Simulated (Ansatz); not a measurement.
Ansatz (an electronic-structure program) input (r2SCANh/def2-TZVPD):

Ansatz 0.2 input:
```yaml
crystal:
  periodic: [false, false, false]
  atoms:
    - {symbol: Si, position_ang: [0.15547254, -0.04928128, 0.67602614]}
    - {symbol: C, position_ang: [1.54559336, -0.32112827, -0.68249853]}
    - {symbol: C, position_ang: [-1.18401411, -1.24139225, -0.12182904]}
    - {symbol: C, position_ang: [-0.55954532, 1.62527128, -0.05646902]}
    - {symbol: H, position_ang: [2.36272233, 0.39981518, -0.55963304]}
    - {symbol: H, position_ang: [1.98783709, -1.32111924, -0.59887040]}
    - {symbol: H, position_ang: [1.15511998, -0.21271014, -1.70697571]}
    - {symbol: H, position_ang: [-0.89391370, -2.29267706, -0.00695021]}
    - {symbol: H, position_ang: [-1.32620289, -1.04926708, -1.19730461]}
    - {symbol: H, position_ang: [-2.15768449, -1.12420161, 0.36887197]}
    - {symbol: H, position_ang: [-0.75853567, 1.55664526, -1.13788973]}
    - {symbol: H, position_ang: [-1.49840895, 1.90224451, 0.43787504]}
    - {symbol: H, position_ang: [0.14024707, 2.45470348, 0.10129022]}
basis:
  gaussian:
    orbitals: def2-TZVPD
hamiltonian:
  xc: {name: r2SCANh}
total_charge: -1
output: {forces: true}
```

End of the output:

```
integrals: 0.15 GiB planned
1256 factors; their error is unknown
0.36 GiB of the device are held for the grids
1.25 GiB of device memory are held for the factors and their scratch space
mean field: 1.30 GiB planned
mean field evaluation 1: about -11124.4619 eV, gradient 6.4e1 eV
mean field evaluation 2: about -11114.5394 eV, gradient 8.4e1 eV
mean field evaluation 4: about -11134.2190 eV, gradient 2.9e0 eV
mean field evaluation 8: about -11134.2494 eV, gradient 4.0e-2 eV
mean field evaluation 16: about -11134.2166 eV, gradient 3.2e-5 eV
mean field -11134.21658831 eV, -409.1749125773 hartree, gradient 3.2e-5 eV, S^2 0.000000; 0 other end points of the search recorded, 0 dependent functions left out
the calculation of the forces begins
reference -11134.21660658 eV, -409.1749132489 hartree; 21, 21 occupied and 214, 214 virtual orbitals, 1256 factors
Total energy: -11134.21660658 eV, -409.1749132489 hartree
Atom 0 at     0.155473    -0.049281     0.676026 Å, force    -0.096333     0.030317    -0.418195 eV/Å
Atom 1 at     1.545593    -0.321128    -0.682499 Å, force    -0.032594     0.003759     0.148999 eV/Å
Atom 2 at    -1.184014    -1.241392    -0.121829 Å, force     0.074707     0.039946     0.127020 eV/Å
Atom 3 at    -0.559545     1.625271    -0.056469 Å, force     0.050129    -0.072727     0.124399 eV/Å
Atom 4 at     2.362722     0.399815    -0.559633 Å, force    -0.025710    -0.026482    -0.004773 eV/Å
Atom 5 at     1.987837    -1.321119    -0.598870 Å, force    -0.012381     0.034887    -0.003360 eV/Å
Atom 6 at     1.155120    -0.212710    -1.706976 Å, force    -0.029124     0.005637     0.030822 eV/Å
Atom 7 at    -0.893914    -2.292677    -0.006950 Å, force    -0.012621     0.034915    -0.003274 eV/Å
Atom 8 at    -1.326203    -1.049267    -1.197305 Å, force     0.029068     0.025327     0.019004 eV/Å
Atom 9 at    -2.157684    -1.124202     0.368872 Å, force     0.032590    -0.006887    -0.016719 eV/Å
Atom 10 at    -0.758536     1.556645    -1.137890 Å, force     0.015647    -0.035758     0.017508 eV/Å
Atom 11 at    -1.498409     1.902245     0.437875 Å, force     0.032530    -0.006637    -0.016716 eV/Å
Atom 12 at     0.140247     2.454703     0.101290 Å, force    -0.025910    -0.026297    -0.004713 eV/Å
Dipole moment:    -0.142885     0.045297    -0.621311 e Å
```

It need not be the lowest isomer of its formula. Whether it binds its extra electron was not tested at this geometry.
